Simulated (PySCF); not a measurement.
Electric field gradients and quadrupole coupling constants

C5H8O2S.
Structure used (PBE0-D3(BJ)/def2-SVP), in Å, numbered top down from 1:
```
atom  x, y, z in Å
C1     2.6113    0.5119   -1.2507
C2     1.7207   -0.2242   -0.6411
C3     0.8293   -0.9758   -0.0397
C4    -0.5620   -1.1805   -0.5370
S5    -1.7960   -0.5238    0.6117
C6    -1.5612    1.2441    0.5614
O7    -1.4240   -0.9808    1.9486
O8    -3.1114   -0.8263    0.0553
H9     2.7128    1.5804   -1.0324
H10    3.2895    0.0804   -1.9949
H11    1.0880   -1.4721    0.9035
H12   -0.8421   -2.2465   -0.5727
H13   -0.7524   -0.7312   -1.5215
H14   -2.2763    1.6403    1.2954
H15   -1.7959    1.6183   -0.4428
H16   -0.5329    1.4824    0.8602
```

Field gradients from the PBE0/pcSseg-1 density (PySCF, non-relativistic), principal values in atomic units, ordered |Vxx| ≤ |Vyy| ≤ |Vzz|:

```
atom      Vxx      Vyy      Vzz
  S5   0.0038   0.0885  -0.0923
  O7  -0.6536  -0.8115   1.4651
  O8  -0.6551  -0.8077   1.4628
```

Find the asymmetry η = (Vxx − Vyy)/Vzz and the couplings χ = eQV/h (234.96 MHz × Q in barn × V in au), with Q(33S) = −0.0678 b, Q(17O) = −0.0256 b.

| atom | environment | nucleus | η | χzz (MHz) | χxx (MHz) | χyy (MHz) |
| --- | --- | --- | --- | --- | --- | --- |
| S5 | sulfonyl sulfur | 33S | 0.92 | 1.471 | -0.061 | -1.410 |
| O7 | sulfonyl oxygen | 17O | 0.11 | -8.81 | 3.93 | 4.88 |
| O8 | sulfonyl oxygen | 17O | 0.10 | -8.80 | 3.94 | 4.86 |

At S5 η is above 0.9: Vyy and Vzz are nearly equal in size and opposite in sign, so a small change could swap them and flip the sign of χzz. The tensor is traceless: Vxx + Vyy + Vzz = 0.

What is Vzz at O7 in SI units (1 au = 9.71736 × 10²¹ V/m²)?

1.4651 au = 14.237 × 10²¹ V/m².

And the gradient at the other heavy atoms, for which no coupling is worked out here?

```json
{"atom": "C1", "environment": "outer carbon of cumulated double bonds", "Vzz (au)": "0.175", "η": "0.19"}
{"atom": "C2", "environment": "central carbon of cumulated double bonds", "Vzz (au)": "-0.470", "η": "0.03"}
{"atom": "C3", "environment": "outer carbon of cumulated double bonds", "Vzz (au)": "-0.134", "η": "0.91"}
{"atom": "C4", "environment": "sp3 carbon bound to sulfur", "Vzz (au)": "0.184", "η": "0.54"}
{"atom": "C6", "environment": "S-methyl carbon", "Vzz (au)": "0.204", "η": "0.06"}
```

What couplings would deuterons (Q(2H) = 0.00286 b) have in place of the hydrogens, at this geometry?

| atom | bonded to | bond length (Å) | Vzz (au) | η | χzz (kHz) |
| --- | --- | --- | --- | --- | --- |
| H9 | C1 | 1.095 | 0.3039 | 0.06 | 204 |
| H10 | C1 | 1.095 | 0.3036 | 0.06 | 204 |
| H11 | C3 | 1.097 | 0.2952 | 0.08 | 198 |
| H12 | C4 | 1.103 | 0.2784 | 0.04 | 187 |
| H13 | C4 | 1.099 | 0.2861 | 0.03 | 192 |
| H14 | C6 | 1.099 | 0.2888 | 0.05 | 194 |
| H15 | C6 | 1.097 | 0.2920 | 0.04 | 196 |
| H16 | C6 | 1.097 | 0.2903 | 0.04 | 195 |

The structure is a single PBE0-D3(BJ)/def2-SVP conformer in the gas phase; no vibrational or solvent corrections. These gradients aren't converged with respect to the basis.

The run behind these numbers computed NMR shieldings as well. The run took 25 s of wall time on Arm Neoverse V1, one thread, no GPU, on a shared host.
